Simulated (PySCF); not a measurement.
First SCF of a structure search on doublet AuF2, at a hand-made linear geometry. PySCF input:

```python
from pyscf import gto, scf, dft
mol = gto.M(atom='''
Au     0.000000     0.000000     0.000000
F      0.000000     0.000000     1.880000
F      0.000000     0.000000    -1.880000''',
    basis={'Au': 'def2-TZVP', 'F': 'def2-TZVP'},
    ecp={'Au': 'def2-TZVP'},
    charge=0, spin=1)
mf = dft.UKS(mol, xc='PBE0')
mf.grids.atom_grid = (50, 194)
aux = {'Au': 'def2-universal-JKFIT', 'F': 'def2-universal-JKFIT'}
mf = mf.density_fit(auxbasis=aux)
mf.conv_tol = 1e-08
mf.diis_space = 10
mf.max_cycle = 60
mf.init_guess = 'minao'
mf.verbose = 4
mf.kernel()
```

Excerpt of the output (cycles alone):

```
init E= -320.370609218336
cycle= 1 E= -334.564183821502  delta_E= -14.2  |g|= 1.33  |ddm|= 5.95
cycle= 2 E= -330.148531221286  delta_E= 4.42  |g|= 3.09  |ddm|= 3.45
cycle= 3 E= -335.197000273574  delta_E= -5.05  |g|= 0.347  |ddm|= 2.94
cycle= 4 E= -335.219567781351  delta_E= -0.0226  |g|= 0.334  |ddm|= 0.426
cycle= 5 E= -335.251821815852  delta_E= -0.0323  |g|= 0.0506  |ddm|= 0.165
cycle= 6 E= -335.25276134583  delta_E= -0.00094  |g|= 0.0268  |ddm|= 0.0432
cycle= 7 E= -335.253057824093  delta_E= -0.000296  |g|= 0.00949  |ddm|= 0.0274
cycle= 8 E= -335.253098401576  delta_E= -4.06e-05  |g|= 0.00092  |ddm|= 0.0126
cycle= 9 E= -335.253098885359  delta_E= -4.84e-07  |g|= 0.000288  |ddm|= 0.00155
cycle= 10 E= -335.253098919938  delta_E= -3.46e-08  |g|= 4.58e-05  |ddm|= 0.000322
cycle= 11 E= -335.25309892092  delta_E= -9.82e-10  |g|= 5.19e-06  |ddm|= 6.87e-05
Extra cycle  E= -335.253098920933  delta_E= -1.26e-11  |g|= 6.34e-06  |ddm|= 1.35e-05
converged SCF energy = -335.253098920933  <S^2> = 0.75450749  2S+1 = 2.0045024
```

No lower solution of this spin was found from smeared starts or by a stability analysis within the unrestricted form.

With open d or f shells other occupations or spin states may lie lower. No spin–orbit coupling is included, which matters more the heavier the element.

The search for the lowest solution, 3 starts and the stability check together, took 21 s on 2 threads of a shared Arm Neoverse N1 host, with 102 basis functions.
